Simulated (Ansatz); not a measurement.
CH8O2Si3, SMILES O=CO[SiH2][SiH2][SiH3].

The structure is a stationary point at TPSSh-D3(BJ)/def2-SVP. This is a generated structure with no PubChem entry under its InChIKey; it may be hypothetical. One conformer was computed; it need not be the lowest.

Two levels are set side by side: PBE/def2-SVPD (Ansatz, an electronic-structure program) and PBE0/def2-SVPD (Ansatz). Energy differences of separate SCF runs at the same geometry; the states with an electron removed or added have multiplicity 2 and 2. Differences are taken from unrounded values.

| quantity | PBE0 |
|---|---|
| vertical ionisation energy (eV) | 9.79 |
| vertical singlet–triplet gap (eV) | 5.12 |

### Question
What does PBE give, and how far is it from PBE0? (An estimate is asked for; the answer gives what the named calculation found.)

### Answer

| quantity | PBE | PBE minus PBE0 |
|---|---|---|
| vertical ionisation energy (eV) | 9.43 | -0.36 |
| vertical singlet–triplet gap (eV) | 5.11 | -0.01 |
